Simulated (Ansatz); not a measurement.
`OC[SiH]1C[SiH2]1` and `[AlH2][SiH2][SiH]1C[SiH2]1` differ in one atom or group.

Ansatz, PBE0-D4/def2-TZVP geometries, multiplicity 1. Each molecule was computed in one conformer, which needn't be the lowest.

```csv
property,`OC[SiH]1C[SiH2]1`
HOMO–LUMO gap (ωB97M-V/def2-TZVPP) / eV,9.25
HOMO energy (ωB97M-V/def2-TZVPP) / eV,-8.38
size of the dipole moment (ωB97M-V/def2-TZVPP) / D,1.71
HOMO–LUMO gap (B3LYP/def2-TZVPP) / eV,5.03
HOMO–LUMO gap (PBE0/def2-TZVPP) / eV,5.39
LUMO energy (PBE/def2-TZVPP) / eV,-1.81
```

**Question.** Give the same properties after the change, and the shifts. (Estimate.)

**Answer.** Computed: 
```json
{"property": "HOMO–LUMO gap (ωB97M-V/def2-TZVPP) / eV", "`[AlH2][SiH2][SiH]1C[SiH2]1`": "9.17", "shift": "-0.08"}
{"property": "HOMO energy (ωB97M-V/def2-TZVPP) / eV", "`[AlH2][SiH2][SiH]1C[SiH2]1`": "-8.89", "shift": "-0.51"}
{"property": "size of the dipole moment (ωB97M-V/def2-TZVPP) / D", "`[AlH2][SiH2][SiH]1C[SiH2]1`": "1.76", "shift": "0.05"}
{"property": "HOMO–LUMO gap (B3LYP/def2-TZVPP) / eV", "`[AlH2][SiH2][SiH]1C[SiH2]1`": "5.21", "shift": "0.18"}
{"property": "HOMO–LUMO gap (PBE0/def2-TZVPP) / eV", "`[AlH2][SiH2][SiH]1C[SiH2]1`": "5.52", "shift": "0.13"}
{"property": "LUMO energy (PBE/def2-TZVPP) / eV", "`[AlH2][SiH2][SiH]1C[SiH2]1`": "-2.19", "shift": "-0.38"}
```

With PBE0 the HOMO falls by 0.56 eV and the LUMO falls by 0.43 eV, so the gap widens by about 0.13 eV. PBE moves the HOMO by -0.53 eV and ωB97M-V by -0.51 eV. Dipoles are sizes alone; their direction can turn.

B3LYP here is the variant with VWN-RPA as its local correlation; programs differ in this.
